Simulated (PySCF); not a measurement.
## Peak assignment

Geometry:
| atom | x (Å) | y (Å) | z (Å) |
| --- | --- | --- | --- |
| C1 | -1.703 | 1.319 | 0.924 |
| C2 | -1.588 | 0.491 | -0.123 |
| C3 | -2.684 | 0.363 | -1.099 |
| N4 | -2.899 | -0.547 | -1.939 |
| C5 | -0.376 | -0.305 | -0.315 |
| N6 | 0.524 | -0.373 | 0.562 |
| Si7 | 2.067 | -1.083 | 0.712 |
| P8 | 3.393 | 0.721 | 0.893 |
| H9 | -0.910 | 1.391 | 1.649 |
| H10 | -2.584 | 1.920 | 1.079 |
| H11 | -3.423 | 1.160 | -1.065 |
| H12 | -2.215 | -1.303 | -1.956 |
| H13 | -0.299 | -0.823 | -1.280 |
| H14 | 2.013 | -1.751 | 2.010 |
| H15 | 2.527 | -2.013 | -0.334 |
| H16 | 4.546 | -0.031 | 1.036 |
| H17 | 3.602 | 0.879 | -0.467 |

Theory: GIAO PBE0/pcSseg-1 shieldings, coordinates at the GFN2-xTB level, in PySCF (one conformer, no solvent model, no relativistic terms, one averaged value for each set of equivalent atoms).

Chemical shifts δ = σref − σ; ¹³C and ¹H vs TMS, all at this level.

Q: Assign these signals to the numbered atoms. ¹³C{¹H} NMR (computed): δ 172.2, 168.5, 144.7, 141.2.

A: 
```tsv
δ (ppm)	atoms	environment	reason
172.2	C3	carbon bonded to C, N, H	–
168.5	C5	carbon bonded to C, N, H	–
144.7	C2	carbon bonded to 3 C	–
141.2	C1	carbon bonded to C, 2 H	–
```

Q: Assign these signals to the numbered atoms. ¹H NMR (300 MHz, computed): δ 11.30 (br s, 1H), 8.95 (m, 1H), 8.47 (s, 1H), 7.24 (br s, 1H), 5.94 (br s, 1H), 5.74 (m, 2H), 1.02 (m, 2H).

A: 
11.30 → H12, hydrogen on a nitrogen bonded to C
8.95 → H13, hydrogen on a carbon bonded to C, N
8.47 → H11, hydrogen on a carbon bonded to C, N
7.24 → H9, hydrogen on a carbon bonded to C
5.94 → H10, hydrogen on a carbon bonded to C
5.74 → H14/H15, hydrogen on a silicon bonded to N, P
1.02 → H16/H17, hydrogen on a phosphorus bonded to Si

Exchangeable OH/NH protons stand at their gas-phase positions; hydrogen bonding in a real sample shifts them, mostly to higher δ. Splittings by ³¹P in the carbon and heteronuclear signals aren't shown, as no couplings were computed. Shifts are as computed. Against solution values, carbons near 30 ppm lie about +3 ppm off and those near 130 ppm about +5 ppm. Of 1309 compounds with measured shifts, 239 miss one by over three times the rms of a fit or turn the order of signals round; such compounds aren't used in these exercises. No couplings were computed; multiplicities are counted from neighbouring protons, with m where these are inequivalent, close in shift, in a saturated or five-membered ring or joined by F or P, and br s for small geminal =CH2 splittings.
